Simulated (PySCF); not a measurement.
## PBE on Xe³⁺ (xenon, charge +3)

Configuration: [Kr] 4d10 5s2 5p3, high-spin 4S determinant. Calculation: PySCF 2.14, in def2-SVP with the def2 core potential (28 electrons); scalar relativity through the core potential.

```json
{
 "Total energy": "-326.9958 hartree",
 "One-electron energy": "-541.0993 hartree",
 "Hartree (Coulomb) energy": "236.8144 hartree",
 "Exchange-correlation energy": "-22.7109 hartree",
 "⟨S²⟩": "3.7504",
 "⟨L²⟩": "0.000",
 "Sum of ⟨r⟩": "24.40 bohr",
 "Sum of ⟨r²⟩": "34.25 bohr²",
 "Time after the integrals": "0.38 s of wall time on 1 thread of Neoverse-V1 (shared host)"
}
```

```tsv
shell	electrons	mean orbital energy (hartree)	rms radius, mean of both spins (bohr)
4s α	1	-8.45801	0.767
4s β	1	-8.44532	0.767
4p α	3	-6.40925	0.821
4p β	3	-6.39617	0.821
4d α	5	-3.39806	0.934
4d β	5	-3.37888	0.934
5s α	1	-1.89007	1.84
5s β	1	-1.78833	1.84
5p α	3	-1.39927	2.12
```

Energies and moments cover only the electrons outside the core potential.
